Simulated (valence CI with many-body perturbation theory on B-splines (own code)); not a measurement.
Results of a calculation; reference values are marked as such.
## Ladder of approximations for Dy¹⁷⁺

Method: relativistic CI+MBPT: three valence electrons over a frozen Dirac-Fock core [Kr] 4d10, radial functions for each j: 8 s, 8 p, 9 d, 9 f, 6 g, 3 h, 2 i, with the one-electron correlation potential Σ1 (screened to all orders), the two-electron term Σ2, the three-electron term Σ3, Breit, model QED; selected single and double excitations, second order for the rest (own B-spline code, finite nucleus).

No measured levels were compared; by estimate terms of the open shell hold to a few per cent of their energy, and close levels can change places. Core correlation moves these levels by up to 39000 cm⁻¹, and in measured spectra 5 to 20 % of such shifts remained as error; rates that hang on mixing are uncertain with them.

Each rung adds one term. CI alone is the Dirac-Coulomb CI over the frozen core; QED comes last and gives the full result, which names the levels. Energies are above 4f3 4I°_9/2 on the same rung, in cm⁻¹.

Names give the largest LS component (configuration and term), which can be under half, so a name can repeat, a term be missing and a line seem to break the LS rules; names also repeat where a configuration has a term twice. Letters in brackets count levels of one name in rising energy.

```
           Level  CI alone   + Σ1   + Σ2   + Σ3  + Breit   Full
    4f3 4I°_11/2      6708   7054   7441   7464     6900   6937
    4f3 4I°_13/2     13420  14070  14754  14787    13656  13724
    4f3 4I°_15/2     20025  20937  21847  21874    20190  20285
     4f3 4F°_3/2     25616  25863  24236  24241    24433  24444
 4f3 2H°_9/2 [a]     26818  27198  27131  26746    26436  26462
     4f3 4F°_5/2     29764  30259  29000  28935    28710  28749
     4f3 4S°_3/2     31389  31952  30772  31648    31373  31417
     4f3 4F°_7/2     32407  32985  32119  31915    31426  31474
     4f3 4F°_9/2     36712  37554  37115  36931    36012  36088
     4f3 4G°_5/2     38918  39326  36955  37117    37192  37214
4f3 2H°_11/2 [a]     37780  38661  39143  38814    37736  37814
 4f3 4G°_7/2 [a]     39436  40119  39103  38991    38592  38642
    4f3 2K°_13/2     43168  43834  43042  42880    41973  42024
 4f3 4G°_7/2 [b]     45131  45941  44983  44780    44146  44214
     4f3 4G°_9/2     47392  48320  46880  46962    46131  46206
 4f3 2D°_3/2 [a]     46861  47609  46184  46808    46480  46533
    4f3 2K°_15/2     49605  50515  49668  49555    48208  48281
     4f3 2P°_1/2     51084  51848  50241  51408    51109  51160
 4f3 2G°_9/2 [a]     52048  53317  53576  53183    51777  51894
    4f3 4G°_11/2     53568  54662  53231  53234    51947  52040
     4f3 2D°_5/2     53724  54659  54231  54552    53866  53941
     4f3 4D°_5/2     63728  64377  60531  60856    60806  60839
     4f3 4D°_3/2     63426  64104  60671  61174    61012  61053
    4f3 2I°_11/2     64368  65166  62288  62879    62159  62211
 4f3 2D°_3/2 [b]     62201  63523  62518  63204    62178  62287
     4f3 4D°_1/2     66945  67878  64643  65071    64542  64610
    4f3 2L°_15/2     68576  69589  66789  66894    65538  65617
    4f3 2I°_13/2     69252  70308  67890  68628    67330  67409
     4f3 4D°_7/2     71982  73042  69662  69917    69270  69346
    4f3 2L°_17/2     72925  74036  70910  71066    69358  69442
 4f3 2H°_9/2 [b]     74650  75647  72086  72080    71305  71374
```

(1) How does the ionisation energy move along the ladder, and which term matters most?

Results:

(1) CI alone 387.03, + Σ1 390.23, + Σ2 395.08, + Σ3 395.10, + Breit 395.15, + QED 395.17 eV. The largest step is Σ2, 4.84 eV. NIST lists 399 ± 20 eV (theoretical).
